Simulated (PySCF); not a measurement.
Geometry (Å), atoms numbered from 1 in this order:
```xyz
13

B     2.669    0.707   -0.164
N     1.282    0.092    0.024
C     0.238   -0.372    0.156
C    -1.086   -0.941    0.313
C    -2.148    0.098    0.654
F    -3.325   -0.541    0.771
F    -1.851    0.674    1.831
H     2.863    1.403    0.822
H     3.441   -0.240   -0.238
H     2.606    1.351   -1.202
H    -1.373   -1.459   -0.615
H    -1.069   -1.687    1.124
H    -2.239    0.886   -0.113
```

Theoretical values (PySCF 2.14.0 with density-fitted response routines): coordinates at the PBE0-D3(BJ)/def2-SVP level, GIAO PBE0/pcSseg-1 shieldings. Equivalent nuclei averaged, one computed conformer, gas phase, relativity neglected.

References, each an isolated molecule treated in the same way: $^{13}$C (σref 184.41) and $^{1}$H (σref 31.27) against TMS; $^{11}$B (σref 100.73) against BF3·OEt2; $^{15}$N (σref 265.67) against NH3; CFCl3 for $^{19}$F (σref 177.25).

```
    atoms   nucleus  count  Hirshfeld charge  δ (ppm)
      H13   $^{1}$H      1              0.06     5.93
       C3  $^{13}$C      1              0.16        ?
       N2  $^{15}$N      1              0.01    246.4
  H11/H12   $^{1}$H      2              0.08     2.84
       C4  $^{13}$C      1             -0.05        ?
       B1  $^{11}$B      1             -0.09        ?
       C5  $^{13}$C      1              0.16    113.9
H8/H9/H10   $^{1}$H      3             -0.08     2.22
    F6/F7  $^{19}$F      2             -0.09   -124.9
```

Complete the table.

## Answers


- C3: 110.5 ppm, nitrilium-type carbon
- C4: 25.8 ppm, sp3 CH2 α to a nitrile; a saturated carbon with 2 carbon neighbours and no heteroatom attached
- B1: -36.6 ppm, boron bonded to N, 3 H

Hydrogens on boron are broadened and split by $^{11}$B (spin 3/2, 80 %) and 10B (spin 3). Shifts are as computed. Against solution values, carbons near 30 ppm lie about +2 ppm off and those near 130 ppm about +5 ppm. Of 1313 compounds with measured shifts, 239 miss one by over three times the rms of a fit or turn the order of signals round; such compounds aren't used in these exercises. Unscaled 19F shifts against computed CFCl3 carry errors that often reach 10 to 50 ppm. Experimental scales use liquid or dissolved standards, which lie at an offset from isolated NH3 (liquid NH3: subtract about 20 ppm). Unscaled 15N shifts of sp2 nitrogen come out 20 to 40 ppm too high even then.
